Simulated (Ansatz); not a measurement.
Mulliken charges of `C[AsH]C` from B3LYP/def2-TZVPP in Ansatz (PBE0-D4/def2-TZVP geometry).

```csv
atom,x (Å),y (Å),z (Å),charge (e)
C1,-1.010,0.754,-0.785,-0.412
As2,0.478,-0.526,-0.933,0.193
C3,0.706,-0.879,0.990,-0.412
H4,-1.917,0.203,-0.530,0.115
H5,-1.163,1.241,-1.748,0.117
H6,-0.821,1.509,-0.022,0.110
H7,1.571,0.536,-1.014,-0.055
H8,-0.119,-1.508,1.327,0.115
H9,1.638,-1.423,1.147,0.117
H10,0.720,0.042,1.572,0.110
```

**Question.** By hand: the dipole of these point charges (1 e Å = 4.8032 D).

**Answer.** Σ q r = (-0.059, -0.080, -0.017) e Å, of length 0.101 e Å = 0.49 D.

**Question.** How does the dipole of the full density compare? (Estimate.)

**Answer.** The calculation gave: (-0.079, 0.090, 0.159) e Å, 0.96 D; the point charges give 0.51 times that, at 105° from its direction.

Point charges leave out the atoms' own dipoles, such as those of lone pairs, and Mulliken's split depends on the basis, so the two needn't agree.

B3LYP here is the variant with VWN-RPA as its local correlation; programs differ in this.
